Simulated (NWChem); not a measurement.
System: C2H4FNOSi; SMILES C#C[Si@](N)(O)F

NWChem printed, in part:

```
             Northwest Computational Chemistry Package (NWChem) 7.3.0
             --------------------------------------------------------

                             Geometry "geometry" -> ""
                             -------------------------

 Output coordinates in angstroms (scale by  1.889725989 to convert to a.u.)

  No.       Tag          Charge          X              Y              Z
 ---- ---------------- ---------- -------------- -------------- --------------
    1 C                    6.0000     0.14271400     2.72518000    -0.03453400
    2 C                    6.0000     0.04394200     1.51357200     0.00612000
    3 Si                  14.0000    -0.04164900    -0.30908800     0.03163300
    4 N                    7.0000     0.95078500    -1.13586300    -1.08535700
    5 O                    8.0000    -1.62673100    -0.68200500    -0.18715000
    6 F                    9.0000     0.49235000    -0.79296300     1.48178800
    7 H                    1.0000     0.22405200     3.79755700    -0.06463900
    8 H                    1.0000     1.91623900    -1.32658300    -0.84119100
    9 H                    1.0000     0.84750400    -0.97837300    -2.08123200
   10 H                    1.0000    -1.81283100    -1.61885400    -0.30713900

 Effective nuclear repulsion energy (a.u.)     290.2274773196

                              NWChem Property Module
                              ----------------------

  itol2e modified to match energy
  convergence criterion.

                                 NWChem DFT Module
                                 -----------------

 Summary of "ao basis" -> "ao basis" (spherical)
 ------------------------------------------------------------------------------
       Tag                 Description            Shells   Functions and Types
 ---------------- ------------------------------  ------  ---------------------
 C                          pcsseg-1                 7       17   3s3p1d
 Si                         pcsseg-1                10       24   4s5p1d
 N                          pcsseg-1                 7       17   3s3p1d
 O                          pcsseg-1                 7       17   3s3p1d
 F                          pcsseg-1                 7       17   3s3p1d
 H                          pcsseg-1                 3        5   2s1p

  itol2e modified to match energy
  convergence criterion.

[...]

          -----------------------------------------
          Chemical Shielding Tensors (GIAO, in ppm)
          -----------------------------------------

                                NWChem CPHF Module
                                ------------------

  scftype          =     RHF
  nclosed          =       27
  nopen            =        0
  variables        =     2754
  # of vectors     =        3
  tolerance        = 0.10D-03
  level shift      = 0.00D+00
  max iterations   =       50
  max subspace     =       30

 SCF residual:    4.7424068016828632E-005

Iterative solution of linear equations
  No. of variables     2754
  No. of equations        3
  Maximum subspace       30
        Iterations       50
       Convergence  1.0D-04

   iter   nsub   residual    time
   ----  ------  --------  ---------
     1      3    3.50D-01     131.8
     2      6    2.00D-02     146.0
     3      9    1.93D-03     159.1
     4     12    1.53D-04     171.1
     5     15    1.05D-05     189.2

      Atom:    1  C
        Diamagnetic
    249.2303      1.7217     -0.0504
      1.7217    281.5812     -0.8942
     -0.0504     -0.8942    249.2665

        Paramagnetic
   -247.0957     14.8593      1.1535
     14.8593    -28.7988     -4.9176
      1.1535     -4.9176   -246.3722

        Total Shielding Tensor
      2.1346     16.5810      1.1031
     16.5810    252.7824     -5.8118
      1.1031     -5.8118      2.8942

           isotropic =      85.9371
          anisotropy =     252.1021

          Principal Components and Axis System
                 1           2           3
              254.0051      3.6171      0.1890

      1         0.0656      0.4992      0.8640
      2         0.9976     -0.0130     -0.0682
      3        -0.0228      0.8664     -0.4988

      Atom:    2  C
        Diamagnetic
    246.2860      1.7097     -0.0763
      1.7097    287.9956     -0.5202
     -0.0763     -0.5202    246.1807

        Paramagnetic
   -239.5958     22.3091     -1.1192
     22.3091      1.3481     -9.0076
     -1.1192     -9.0076   -242.0904

        Total Shielding Tensor
      6.6901     24.0188     -1.1955
     24.0188    289.3437     -9.5278
     -1.1955     -9.5278      4.0903

           isotropic =     100.0414
          anisotropy =     287.4734

          Principal Components and Axis System
                 1           2           3
              291.6903      4.8099      3.6239

      1         0.0841      0.9320      0.3526
      2         0.9959     -0.0904      0.0016
      3        -0.0333     -0.3510      0.9358

      Atom:    3  Si
        Diamagnetic
    882.1471     -0.6491      1.0732
     -0.6491    881.0748     -0.1826
      1.0732     -0.1826    882.5814

        Paramagnetic
   -456.8215      7.8452    -12.7970
      7.8452   -491.8132      5.3462
    -12.7970      5.3462   -474.0670

        Total Shielding Tensor
    425.3257      7.1960    -11.7238
      7.1960    389.2615      5.1635
    -11.7238      5.1635    408.5144

           isotropic =     407.7006
          anisotropy =      36.0752

          Principal Components and Axis System
                 1           2           3
              431.7507    406.0552    385.2958

      1         0.8971      0.3569     -0.2604
      2         0.0996      0.4109      0.9062
      3        -0.4305      0.8389     -0.3330

      Atom:    4  N
        Diamagnetic
    324.0471    -10.2293     -4.1697
    -10.2293    308.7315      5.1793
     -4.1697      5.1793    327.9041

[...]
```

Level: PBE0/pcSseg-1, GIAO. Structure relaxed at the PBE0/def2-SVP level. The printed shielding anisotropy is the first printed principal value minus the mean of the other two.

Question: Reconstruct the input file.

Answer: This is not unique; one that fits is the input that was run:
```
start job
memory heap 200 mb stack 900 mb global 1100 mb
geometry units angstroms noautosym nocenter noautoz
  C      0.142714     2.725180    -0.034534
  C      0.043942     1.513572     0.006120
  Si    -0.041649    -0.309088     0.031633
  N      0.950785    -1.135863    -1.085357
  O     -1.626731    -0.682005    -0.187150
  F      0.492350    -0.792963     1.481788
  H      0.224052     3.797557    -0.064639
  H      1.916239    -1.326583    -0.841191
  H      0.847504    -0.978373    -2.081232
  H     -1.812831    -1.618854    -0.307139
end
basis spherical
  * library pcsseg-1
end
dft
  xc pbe0
  iterations 150
end
property
  shielding
end
task dft property
```
